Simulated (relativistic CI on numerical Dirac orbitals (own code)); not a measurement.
# V+ (3d4) in a crystal field

Calculated by Dirac-Coulomb-Breit CI, KLI orbitals optimised for each configuration, QED by a radiative potential, valence Slater integrals scaled by 0.75, one configuration in a parametric crystal field (own radial code).

Field parameters in Wybourne normalisation: Oh B⁴₀ = 21Dq, B⁴₄ = √(5/14) B⁴₀. The field is a parameter set, without covalency.

S is read from ⟨S²⟩ = S(S + 1).

Site symmetry Oh; labels are those of the double group. Computed levels in cm⁻¹ above the lowest, in rising order:

| Δ (size of 10Dq) | Lowest | No. 2 | No. 3 | No. 4 | No. 5 | No. 6 | No. 7 | No. 8 |
| --- | --- | --- | --- | --- | --- | --- | --- | --- |
| 2400 | A1 | 4 T1 | 7 E | 10 T2 | 13 A2 | 2354 T2 | 2356 T1 | 2359 A1 |
| 4300 | A1 | 3 T1 | 5 E | 7 T2 | 10 A2 | 4250 T2 | 4250 T1 | 4251 A1 |
| 6200 | A1 | 2 T1 | 5 E | 7 T2 | 9 A2 | 6148 A1 | 6148 T1 | 6149 T2 |
| 8100 | A1 | 3 T1 | 5 E | 7 T2 | 9 A2 | 5292 A1 | 5346 T1 | 5437 T2 |
| 10000 | A1 | 3 T1 | 6 E | 9 T2 | 12 A2 | 3531 A1 | 3586 T1 | 3682 T2 |
| 11900 | A1 | 5 T1 | 11 E | 15 T2 | 19 A2 | 1755 A1 | 1809 T1 | 1905 T2 |
| 13800 | A1 | 59 T1 | 135 E | 167 T2 | 220 A2 | 346 A1 | 347 T2 | 348 T1 |
| 15700 | A1 | 64 T1 | 176 E | 180 T2 | 1930 A2 | 1933 T2 | 1936 E | 1939 T1 |
| 17600 | A1 | 63 T1 | 175 E | 176 T2 | 3758 A2 | 3759 T2 | 3760 E | 3761 T1 |
| 19500 | A1 | 63 T1 | 175 E | 176 T2 | 5599 A2 | 5600 T2 | 5600 E | 5601 T1 |
| 21400 | A1 | 63 T1 | 175 E | 176 T2 | 6884 T2 | 7449 A2 | 7449 T2 | 7449 E |
| 23300 | A1 | 63 T1 | 176 E | 177 T2 | 6944 T2 | 7836 E | 9305 A2 | 9305 T2 |

Ground-state S against |10Dq| in cm⁻¹: 2400: 2.00, 4300: 2.00, 6200: 2.00, 8100: 2.00, 10000: 2.00, 11900: 1.99, 13800: 1.43, 15700: 1.01, 17600: 1.00, 19500: 1.00, 21400: 1.00, 23300: 1.00.

The spin changes between |10Dq| = 11900 and 13800 cm⁻¹.
